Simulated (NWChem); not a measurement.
Molecule: SiHOBrCl2; SMILES Cl[Si](Cl)(O)Br

```xyz
6

O      0.1552    -0.7244    -1.9143
Si     0.0219    -0.4741    -0.3030
Cl    -1.7098    -1.2834     0.4302
Cl     1.6218    -1.3877     0.5563
Br     0.0299     1.6770     0.1783
H     -0.5243    -0.3549    -2.4882
```
Atoms are numbered in this order, from 1.

Program: NWChem. The geometry was optimised at PBE0/def2-SVP. Level: PBE/def2-SVP with SMD (1 M gas to 1 M solution), gas-phase geometry. Reactions with the solvent are ignored.

Problem. Order these by “cavity-dispersion-structure term (kcal/mol)”, lowest first: water; dimethyl sulfoxide; cyclohexane; toluene.

Solution. toluene (-4.4), cyclohexane (-3.8), dimethyl sulfoxide (-2.9), water (1.0)
